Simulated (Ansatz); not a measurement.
Calculated with Ansatz (gas phase, PBE0-D4/def2-TZVP geometries, no zero-point term in ΔE). CCSD(T)/CBS adds triple-zeta CCSD(T) − MP2 to the extrapolated MP2 energy (def2 sets, frozen cores). This one scheme is used for every species. DFT in def2-TZVPP. HSE06 is defined as in plane-wave codes. For Br outer-core shells are correlated without core-valence functions, which leaves a few kJ/mol of doubt a bond. Scalar relativity is left out up to krypton. One conformer a species, not always the lowest.

Consider the ligand exchange at a B–Br bond: `FBBr` + `[SiH3]N[SiH3]` → `FBN([SiH3])[SiH3]` + HBr.

Is it downhill or uphill in electronic energy at CCSD(T)/CBS, and by how much? (Estimate.)

Ansatz gave: Downhill: ΔE = -0.42 eV.

What do these levels give: LDA (SPW92), B97M-V, ωB97X-V, revPBE, HSE06, HF/def2-QZVPP? (An estimate is asked.)

Ansatz gave: LDA (SPW92) -0.48, B97M-V -0.39, ωB97X-V -0.42, revPBE -0.28, HSE06 -0.36, HF/def2-QZVPP -0.38 eV.

Largest T1 diagnostic among the species: 0.012.

From BLYP to BHLYP (50 % exact exchange), in def2-TZVPP and without D4, ΔE moves by −0.06 eV. Leaving LDA and LC-ωPBE aside and taking each functional with its dispersion term where it has one, the values, not all of them listed here, spread over 0.08 eV, from CAM-B3LYP-D4 to revPBE-D4. LDA lies −0.14 eV from PBE without D4. In def2-TZVPP, CCSD(T) changes the Hartree–Fock value by −0.07 eV (the triples alone add −0.01 eV) and MP2 by −0.04 eV.
